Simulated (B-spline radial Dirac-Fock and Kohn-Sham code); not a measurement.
# Relativistic shifts of the levels of Ho²³⁺

System: Ho²³⁺, [Kr] 4d8.

Both columns are ΔSCF binding energies of the configuration average from a radial atomic solver: non-relativistic Hartree-Fock with a point nucleus, and Dirac-Fock with a finite nucleus and the Coulomb interaction alone, averaged over the two j levels with weights 2j+1.

```
shell  Hartree-Fock (eV)  Dirac-Fock (eV)  shift (eV)  shift (%)
   1s            52931.8          56583.0    +3651.17      +6.90
   2s             9204.2          10152.2     +948.01     +10.30
   2p             8791.1           9097.2     +306.09      +3.48
   3s             2631.5           2860.0     +228.52      +8.68
   3p             2445.6           2527.9      +82.30      +3.37
   4s             1026.5           1091.0      +64.52      +6.29
   4p              946.2            969.9      +23.63      +2.50
   4d              805.6            803.2       -2.42      -0.30
```

Relativity binds 1s, 2s, 2p, 3s, 3p, 4s, 4p more strongly, among those listed most of all 2s in relative terms, and 4d more weakly, because the contracted s and p shells screen the nucleus better.

Values without a named source are computed, but for edge energies of neutral atoms, which are taken from tables.
